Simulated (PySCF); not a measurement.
# What a mistake does to a calculation on CGeH6N

Calculated results; nothing here was measured. The program is PySCF 2.14.0, an open-source quantum chemistry code, run on an isolated molecule that a program drew, which may never have been made. The molecule is CGeH6N (charge 0, doublet), drawn as the SMILES string `N[CH2][GeH2]`.

Each row is a Hartree-Fock (HF) and frozen-core CCSD(T) single point in the cc-pVDZ basis, meant for a local HF minimum. Run 1 is clean. Each other run has one planted mistake out of seven kinds, and not every kind appears here: one electron removed, one electron added, multiplicity raised by two, geometry at a saddle point, minimal basis STO-3G, one bond length entered in bohr, all coordinates scaled. The reference is restricted for singlets and unrestricted otherwise, and also for a bond in bohr. Adding or removing an electron swaps singlet and doublet. Electrons count all cores. HOMO and LUMO are orbital energies over both spins, the gradient is its largest component, and the lowest frequency (negative if imaginary) is given only where the gradient is small. Bond lengths are over the 8 bonds as drawn. T1 is the CCSD diagnostic: over 0.02 (restricted) or 0.045 (unrestricted) a single reference is doubtful. Germanium has the cc-pVDZ-PP basis, with a core potential (ECP10MDF) in place of its 10 inner electrons, and its 3s, 3p and 3d shells are frozen in CCSD(T).

Geometry of the clean run:
```xyz
9
CGeH6N, angstrom
N     1.2832    1.5071   -0.1329
C     0.3437    0.7212   -0.9250
Ge   -1.1234    1.7721   -1.7740
H     0.8058    1.9910    0.6090
H     1.7196    2.2163   -0.6978
H     0.8927    0.1948   -1.7073
H    -0.1009   -0.0461   -0.2895
H    -1.9534    2.4954   -0.6926
H    -0.5342    2.8398   -2.7197
```

```
run,electrons,basis functions,<S^2>,HOMO (eV),LUMO (eV),gradient (hartree/bohr),lowest frequency (cm^-1),mean bond (Å),longest bond (Å),T1,HF (hartree),CCSD(T) (hartree),mistake
1,51,81,0.755,-8.35,1.26,3.0e-05,150,1.3418,1.994,0.0146,-389.13996,-389.59865,no fault
2,51,81,0.755,-8.07,1.63,9.6e-02,-,1.2156,1.807,0.0140,-389.05387,-389.49778,all coordinates scaled
3,50,81,0.000,-15.52,-6.69,4.7e-02,-,1.3418,1.994,0.0348,-388.86154,-389.32695,?
4,51,81,3.765,-2.22,-0.17,5.4e-02,-,1.3418,1.994,0.0545,-388.91695,-389.36966,?
```

**Which mistake was planted in run 3, and what did it cost?**

It counts 50 electrons, one fewer than the clean run, at the same geometry and basis. So the mistake is: one electron removed. Subtracting run 1 and multiplying by 627.51 kcal/mol a hartree, the energy moved by 174.7 kcal/mol in HF and 170.5 kcal/mol in CCSD(T).

**Which mistake was planted in run 4, and what did it cost?**

Electrons, basis and geometry are unchanged, and <S^2> is 3.765, beside S(S+1) = 3.75 for a multiplicity of 4. So the mistake is: multiplicity raised by two. Subtracting run 1 and multiplying by 627.51 kcal/mol a hartree, the energy moved by 139.9 kcal/mol in HF and 143.7 kcal/mol in CCSD(T).

Cautions from the logs. Run 3: T1 is over the limit, so its CCSD(T) energy is less reliable; run 4: T1 is over the limit, so its CCSD(T) energy is less reliable.
